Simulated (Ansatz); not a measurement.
Reactions of H$_{9}$MgNOSi$_{3}$ (`[SiH3][O][Mg][N]([SiH3])[SiH3]`).

Program: Ansatz. Geometries: PBE0-D4/def2-TZVP. ΔE: electronic, gas phase. CCSD(T)/CBS is the MP2 limit (def2-TZVPP, def2-QZVPP) plus CCSD(T) − MP2 in def2-TZVPP, frozen cores. This one scheme is used for every species. DFT in def2-TZVPP. For Br, Mg outer-core shells are correlated without core-valence functions, which leaves a few kJ/mol of doubt a bond. Scalar relativity is left out up to krypton. One conformer a species, not always the lowest.

| reaction | RPA@PBE/def2-TZVPP (eV) | ωB97M-V (eV) |
| --- | --- | --- |
| `[SiH3][O][Mg][N]([SiH3])[SiH3]` + H–F → `[F][Mg][O][SiH3]` + `[SiH3]N[SiH3]` | -0.74 | -0.90 |
| `[SiH3][O][Mg][N]([SiH3])[SiH3]` + `[Cl][Al]([Cl])[Br]` → `[SiH3][N]([SiH3])[Mg][Cl]` + `[SiH3][O][Al]([Cl])[Br]` | -0.47 | -0.51 |
| `[SiH3][O][Mg][N]([SiH3])[SiH3]` + `BNCC=C` → `BN([SiH3])CC=C` + `[OH][Mg][N]([SiH3])[SiH3]` | 0.91 | 0.88 |
| `[SiH3][O][Mg][N]([SiH3])[SiH3]` + `F[SiH]` → `[MgH][O][SiH3]` + `F[Si]N([SiH3])[SiH3]` | -0.48 | -0.67 |

Give the CCSD(T)/CBS values in the same order. (Estimate.)

Ansatz gave: -0.75, -0.43, 0.92, -0.46 eV.

Largest T1 diagnostic: 0.015, for `F[SiH]`.
